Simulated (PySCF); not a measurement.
## Electron correlation in Cd²⁺ (cadmium, charge +2)

[Kr] 4d9 5p1, one real determinant (an excited configuration). Computed with PySCF 2.14 in x2c-TZVPPall with one added diffuse shell each of s, p, d, f type (9s7p7d3f1g, 95 functions), with the spin-free X2C one-electron Hamiltonian (Gaussian nucleus). Frozen: [Kr]; 10 electrons correlated.

MP2 pair energies summed by pair of shells (mhartree):

```
 pair   energy  share (%)
4d-4d  -278.43       90.8
4d-5p   -28.23        9.2
```

Total MP2 correlation energy: -306.66 mhartree.

Same-spin part -116.03 and opposite-spin part -190.64 mhartree; SCS-MP2 scales them by 1/3 and 6/5 to -267.44 mhartree.

The reference is one real determinant that mixes LS terms of this configuration.
